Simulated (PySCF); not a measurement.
Cl5Re, SMILES [Cl][Re+]([Cl])([Cl])([Cl])[Cl] (connectivity only; charge and spin as stated), charge +1, multiplicity 2. Atoms are numbered in the order given.

```xyz
6

Re     0.0000     0.0000     0.0413
Cl     0.0000     2.2613    -0.2005
Cl     0.0000    -2.2613    -0.2005
Cl     0.0000     0.0000     2.2278
Cl     1.9753     0.0000    -1.0045
Cl    -1.9753     0.0000    -1.0045
```
Charge +1, spin multiplicity 2.

Geometry: B3LYP-D3(BJ)/def2-SVP. The spin state was assumed, not searched. The def2 effective core potentials stand for the cores of Re; spin–orbit coupling is left out.

The numbers are results of r2SCAN/def2-TZVP (PySCF), not measurements.

Gas-phase values at a fixed geometry.

Computed frontier levels, dipole moment and polarisability:
```
Property                                                              Value
------------------------------------------------  -------------------------
α spin, highest occupied and lowest empty level        -12.00 and -11.58 eV
β spin, highest occupied and lowest empty level        -12.79 and -11.20 eV
dipole moment about the centre of nuclear charge                     1.10 D
mean static polarisability                           114.9 bohr³ (17.03 Å³)
polarisability, principal values                  102.5, 110.7, 131.7 bohr³
⟨S²⟩                                                0.761 (pure state 0.75)
```
